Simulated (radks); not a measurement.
Numerical settings for the holmium ion Ho3+, [Xe] 4f10. Calculated with a radial shooting solver on a logarithmic mesh with Libxc functionals: scalar-relativistic Kohn-Sham, PBEsol, spin-polarised, spherical densities, finite nucleus; open shells are filled with parallel spins first (spin-orbit coupling, left out, can overturn this in heavy ions); Fermi nuclear charge, rms radius 5.2022 fm. The defaults (mesh step 0.008 in ln r, mesh end at 40 bohr or more with all orbitals vanishing there, Anderson mixing 0.5 over 9 steps, residual threshold near 1e-9 with the energy settled to 1e-9 hartree or 1e-11 of itself, here a cap of 77 iterations) give E = -12609.5612 hartree and 4f at -33.336 eV in 15 iterations. Run on one thread of a shared host, so times are rough (Intel(R) Xeon(R) 6975P-C): 0.2 s of CPU time, 0.2 s wall, 15 iterations on 2213 mesh points. Changes against that run (0 stands for a change within the tolerance of the run):

[
 {"setting": "mesh step in ln r 0.012", "iterations": "15", "converged": "yes", "E (mhartree)": "0", "e(4f) (meV)": "0", "CPU (s)": "0.14"},
 {"setting": "mesh step in ln r 0.005", "iterations": "15", "converged": "yes", "E (mhartree)": "0", "e(4f) (meV)": "0", "CPU (s)": "0.31"},
 {"setting": "mesh step in ln r 0.03", "iterations": "15", "converged": "yes", "E (mhartree)": "0", "e(4f) (meV)": "0", "CPU (s)": "0.06"},
 {"setting": "mesh end (bohr) 2", "iterations": "14", "converged": "yes", "E (mhartree)": "+6e+03", "e(4f) (meV)": "+3.04e+04", "CPU (s)": "0.16"},
 {"setting": "mesh end (bohr) 5", "iterations": "15", "converged": "yes", "E (mhartree)": "+0.659", "e(4f) (meV)": "+27.8", "CPU (s)": "0.19"},
 {"setting": "residual threshold 0.01", "iterations": "11", "converged": "yes", "E (mhartree)": "0", "e(4f) (meV)": "-0.247", "CPU (s)": "0.16"},
 {"setting": "residual threshold 1e-16", "iterations": "77", "converged": "no", "E (mhartree)": "0", "e(4f) (meV)": "0", "CPU (s)": "0.46"},
 {"setting": "mixing 0.01", "iterations": "25", "converged": "yes", "E (mhartree)": "0", "e(4f) (meV)": "0", "CPU (s)": "0.32"},
 {"setting": "linear mixing, mixing 0.05", "iterations": "77", "converged": "no", "E (mhartree)": "-3.71", "e(4f) (meV)": "-358", "CPU (s)": "0.98"},
 {"setting": "linear mixing, mixing 0.5", "iterations": "30", "converged": "yes", "E (mhartree)": "0", "e(4f) (meV)": "0", "CPU (s)": "0.36"},
 {"setting": "mixing history 3", "iterations": "18", "converged": "yes", "E (mhartree)": "0", "e(4f) (meV)": "0", "CPU (s)": "0.22"},
 {"setting": "iteration cap 2", "iterations": "2", "converged": "no", "E (mhartree)": "+3.25e+03", "e(4f) (meV)": "-5.45e+04", "CPU (s)": "0.04"}
]

Settings that end as converged yet miss the energy by more than 1 mhartree: mesh end (bohr) 2 (+6 hartree). A mesh that ends early acts as a hard wall.
